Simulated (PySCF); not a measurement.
**Structure elucidation problem**

An unknown has the formula CH₁₂N₂Si₄. Its calculated NMR data are:

1H NMR (600 MHz, computed): δ 5.60 (m, 1H), 4.35 (m, 1H), 4.21 (m, 1H), 3.55 (s, 3H), 1.21 (m, 1H), 0.92 (m, 1H), 0.32 (br s, 2H), -0.12 (br s, 2H).

13C{1H} NMR (computed): δ 28.3.

- PBE0/pcSseg-1 with gauge-including orbitals
- GFN2-xTB geometry
- run in PySCF 2.14.0 with density-fitted response routines
- no solvent, fast rotation and ring inversion assumed for equivalent nuclei, a single conformation, relativity neglected

Shifts are taken against calculated references (same method and geometry level): 1H (σ = 31.72 ppm) and 13C (σ = 186.93 ppm) vs TMS.

Task: Which candidate is it?
A. N[Si@@H]1C[Si@](N)([SiH3])[SiH2]1
B. N[Si@@H]1C[Si@@](N)([SiH3])[SiH2]1
C. [SiH3]N([SiH3])[Si@H]1NC[SiH2]1

Result: A. 

1. Rings plus π bonds: 1 (1 ring in the answer).
2. Carbon types of the structure: 1 × CH2, leaving 10 H on heteroatoms.
3. δC 28.3: sp3 CH2 bonded to 2 Si.
4. δH 5.60: hydrogen on a silicon bonded to C, N, Si, in a 4-membered ring.
5. δH 4.35, 4.21: hydrogen on a silicon bonded to 2 Si, in a 4-membered ring.
6. δH 3.55: hydrogen on a silicon bonded to Si.
7. δH 0.32, -0.12: hydrogen on a nitrogen bonded to Si; labile proton, position sensitive to the medium.

The others: [SiH3]N([SiH3])[Si@H]1NC[SiH2]1 has carbons computed at 32.2; N[Si@@H]1C[Si@@](N)([SiH3])[SiH2]1 has carbons computed at 23.1.

The OH or NH signal is concentration- and solvent-dependent in practice; the value given is the gas-phase one. Shifts are as computed. Against solution values, carbons near 30 ppm lie about +3 ppm off and those near 130 ppm about +5 ppm. Of 1211 compounds with measured shifts, 218 miss one by over three times the rms of a fit or turn the order of signals round; such compounds aren't used in these exercises. No couplings were computed; multiplicities are counted from neighbouring protons, with m where these are inequivalent, close in shift, in a saturated or five-membered ring or joined by F or P, and br s for small geminal =CH2 splittings.
